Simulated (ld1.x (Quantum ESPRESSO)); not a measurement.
# Logarithmic derivatives: Zn, ultrasoft

```json
{"Element": "Zn", "Generator": "ld1.x (Quantum ESPRESSO) 7.5", "Type": "ultrasoft", "Functional": "PBEsol", "Relativity": "fully relativistic", "Frozen core": "[Ar]", "Valence charge": "12", "Reference configuration": "3d10 4s1 4p0 (charge +1)", "Partial waves": "4s (bound): rcut 1.40, rcutus 1.65 bohr; 4s channel at 2.75 Ry: rcut 1.40, rcutus 1.65 bohr; 4p (bound, empty): rcut 2.10, rcutus 2.70 bohr; 4p channel at -0.25 Ry: rcut 2.10, rcutus 2.70 bohr; 3d (bound): rcut 0.90, rcutus 1.10 bohr; 3d channel at -1 Ry: rcut 0.90, rcutus 1.10 bohr", "Local potential": "all-electron potential smoothed inside 1.25 bohr (lloc = -1)", "Core correction": "a·sin(br)/r model core inside 0.75 bohr", "Augmentation charge": "PSQ, radius 0.80 bohr"}
```

Open shells are filled in proportion to 2j + 1 (rel_dist='average').

The phase is arctan(r·u′/u) with u = r·R(r), unwrapped; energies in Ry, scanned from -3 to 5 Ry. A pole is an energy at which the radial function vanishes at the test radius. The pseudo phase is shifted by a multiple of π to meet the all-electron one at the reference energy, and phase errors are pseudo minus all-electron; the curves can meet again beyond the range given. Levels narrower than the energy grid can be missing from the lists of poles. Where the grid stepped over a known ghost or core level, its pole and its step of π were put in at the level’s energy.

| channel | radius (bohr) | reference energy (Ry) | poles, all-electron | poles, pseudo | unbroken range about the reference energy with phases within 0.05 rad | phase error 1 Ry above the reference energy (rad) |
| --- | --- | --- | --- | --- | --- | --- |
| s | 2.94 | -1.03 | -0.31 | -2.76, -0.30 | above -2.8 | +0.000 |
| p1/2 | 2.94 | -0.57 | 0.58 | 0.58, 4.30 | below 2.2 | -0.000 |
| p3/2 | 2.94 | -0.56 | 0.62 | 0.62, 4.23 | below 2.2 | -0.000 |
| d3/2 | 2.94 | -1.47 | -1.44, 2.27 | -1.44, 2.27 | the whole range | +0.000 |
| d5/2 | 2.94 | -1.44 | -1.42, 2.29 | -1.42, 2.29 | the whole range | -0.000 |

Note: ghost state, extra bound levels that the all-electron valence spectrum of the same l lacks: s at -37.5 eV. A true bound ghost makes a file unfit for plane-wave use.

Phases in the d3/2 channel:

```json
{"E (Ry)": "-3.00", "all-electron": "1.363", "pseudo": "1.363"}
{"E (Ry)": "-2.52", "all-electron": "1.340", "pseudo": "1.340"}
{"E (Ry)": "-2.04", "all-electron": "1.303", "pseudo": "1.303"}
{"E (Ry)": "-1.56", "all-electron": "1.091", "pseudo": "1.091"}
{"E (Ry)": "-1.08", "all-electron": "-1.866", "pseudo": "-1.866"}
{"E (Ry)": "-0.60", "all-electron": "-1.979", "pseudo": "-1.979"}
{"E (Ry)": "-0.12", "all-electron": "-2.199", "pseudo": "-2.199"}
{"E (Ry)": "0.36", "all-electron": "-2.922", "pseudo": "-2.922"}
{"E (Ry)": "0.84", "all-electron": "-4.098", "pseudo": "-4.098"}
{"E (Ry)": "1.32", "all-electron": "-4.483", "pseudo": "-4.483"}
{"E (Ry)": "1.80", "all-electron": "-4.629", "pseudo": "-4.629"}
{"E (Ry)": "2.28", "all-electron": "-4.713", "pseudo": "-4.713"}
{"E (Ry)": "2.76", "all-electron": "-4.778", "pseudo": "-4.778"}
{"E (Ry)": "3.24", "all-electron": "-4.845", "pseudo": "-4.845"}
{"E (Ry)": "3.72", "all-electron": "-4.936", "pseudo": "-4.936"}
{"E (Ry)": "4.20", "all-electron": "-5.117", "pseudo": "-5.118"}
{"E (Ry)": "4.68", "all-electron": "-5.770", "pseudo": "-5.772"}
```
